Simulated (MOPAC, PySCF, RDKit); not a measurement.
Torsional profile of SMILES c1sccc1-c1c(ccs1)OC (C9H8OS2). Scanned: dihedral C1–O2–C3–C4; all other coordinates were relaxed at GFN2-xTB. Points at φ and −φ are mirror images. Heavy atoms are numbered in the order of the SMILES COc1ccsc1-c1ccsc1, hydrogens after them in the order of the atoms that carry them; the mirror image has the same energies with the sign of each dihedral reversed. Each profile is relative to its own lowest point.

```tsv
φ / °	A	B	C
-150	37.4	6.1	15.3
-120	27.9	3.1	10.8
-90	25.1	2.4	7.1
-60	17.2	0.9	4.8
-30	5.7	0.6	1.9
0	0.0	0.0	0.0
30	5.7	0.6	1.9
60	17.2	0.9	4.8
90	25.1	2.4	7.1
120	27.9	3.1	10.8
150	37.4	6.1	15.3
180	41.5	3.9	17.5
```

Energies in kJ/mol.

Which curve belongs to which method? The methods are PM3, restricted, heats of formation // GFN2-xTB (MOPAC); PySCF with restricted B3LYP/6-311+G**, spherical d, density fitting // GFN2-xTB; RDKit with UFF // GFN2-xTB.

A is UFF; B is PM3; C is RKS-B3LYP/6-311+G**.
